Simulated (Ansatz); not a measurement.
FeO₄F₂H₈²⁺, that is cis-[FeF2(H2O)4]+ with one electron fewer. Total charge 2; quintet. Geometry PBE-D4/def2-SVP, that of the charge +1 sextet; atoms count from 1.

```xyz
15

Fe   -0.060    0.094    0.388
F     1.171   -0.024    1.710
O    -0.885    0.225   -1.609
H    -0.414    0.736   -2.297
H    -1.773    0.630   -1.520
F    -1.690    0.744    0.869
O     1.429   -0.921   -0.783
H     1.211   -1.678   -1.361
H     2.178   -1.195   -0.214
O    -0.872   -1.839    0.878
H    -1.800   -1.685    1.156
H    -0.428   -2.218    1.665
O     0.621    2.117    0.072
H     1.390    2.289    0.656
H    -0.080    2.724    0.391
```

The charge 2 quintet is spin-contaminated (final ⟨S²⟩ up to 6.30, 6.00 for a pure state).

**Question.** Estimate the Mulliken populations from the PBE0/def2-TZVP orbitals of Ansatz.

**Answer.** 
```json
{"atom": "Fe1", "charge (e)": "0.93", "spin (α − β)": "3.93", "d electrons": "5.94"}
{"atom": "F2", "charge (e)": "-0.20", "spin (α − β)": "-0.20", "d electrons": "–"}
{"atom": "O3", "charge (e)": "-0.46", "spin (α − β)": "-0.05", "d electrons": "–"}
{"atom": "H4", "charge (e)": "0.43", "spin (α − β)": "0.00", "d electrons": "–"}
{"atom": "H5", "charge (e)": "0.43", "spin (α − β)": "0.00", "d electrons": "–"}
{"atom": "F6", "charge (e)": "-0.30", "spin (α − β)": "0.30", "d electrons": "–"}
{"atom": "O7", "charge (e)": "-0.49", "spin (α − β)": "-0.03", "d electrons": "–"}
{"atom": "H8", "charge (e)": "0.43", "spin (α − β)": "0.00", "d electrons": "–"}
{"atom": "H9", "charge (e)": "0.43", "spin (α − β)": "0.00", "d electrons": "–"}
{"atom": "O10", "charge (e)": "-0.46", "spin (α − β)": "0.04", "d electrons": "–"}
{"atom": "H11", "charge (e)": "0.43", "spin (α − β)": "0.00", "d electrons": "–"}
{"atom": "H12", "charge (e)": "0.42", "spin (α − β)": "0.00", "d electrons": "–"}
{"atom": "O13", "charge (e)": "-0.46", "spin (α − β)": "0.00", "d electrons": "–"}
{"atom": "H14", "charge (e)": "0.43", "spin (α − β)": "0.00", "d electrons": "–"}
{"atom": "H15", "charge (e)": "0.43", "spin (α − β)": "0.00", "d electrons": "–"}
```
Mulliken values depend strongly on the basis.

**Question.** Where does the spin sit?

**Answer.** Summed by element: Fe 3.93, F 0.10, O -0.04, H 0.02, of 4 unpaired in all. Largest on single atoms: Fe1 3.93, F6 0.30, F2 -0.20.

**Question.** And the Mayer bond orders between heavy atoms (over 0.3)?

**Answer.** Fe1–F2 0.91 (1.81 Å); Fe1–O3 0.49 (2.16 Å); Fe1–F6 1.07 (1.82 Å); Fe1–O7 0.48 (2.15 Å); Fe1–O10 0.51 (2.15 Å); Fe1–O13 0.51 (2.16 Å).
